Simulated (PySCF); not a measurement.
**Electronic structure of Ga⁺ (gallium, charge +1) at the UHF level**

Configuration: [Ar] 3d10 4s1 4d1, high-spin 3D determinant (an excited configuration). Computed with PySCF 2.14 in aug-cc-pwCVDZ-PP with ECP10MDF (6s5p4d1f, 48 functions), with a scalar-relativistic core potential.

```json
{
  "Total energy": "-257.623499 hartree",
  "One-electron energy": "-452.5824 hartree",
  "Hartree (Coulomb) energy": "216.4279 hartree",
  "Exchange energy": "-21.4690 hartree",
  "⟨S²⟩": "2.0004",
  "⟨L²⟩": "6.000",
  "Sum of ⟨r⟩": "20.38 bohr",
  "Sum of ⟨r²⟩": "44.66 bohr²",
  "Traceless quadrupole moment −½Σ⟨3z² − r²⟩ along its main axis": "7.74 e·bohr²"
}
```

```
shell  electrons  mean orbital energy (eV)  spread (eV)  rms radius, mean of both spins (bohr)
 3s α          1                   -193.57            0                                  0.701
 3s β          1                   -193.13            0                                  0.701
 3p α          3                   -138.58        0.024                                  0.738
 3p β          3                   -138.42        0.066                                  0.738
 3d α          5                   -45.837        0.180                                  0.883
 3d β          5                   -45.665        0.081                                  0.883
 4s α          1                   -23.831            0                                   2.33
 4d α          1                    -6.120            0                                   5.21
```

Energies and moments cover only the electrons outside the core potential. The outer electron is Rydberg-like, and this basis confines it to a smaller radius and binds it less than a complete one would.
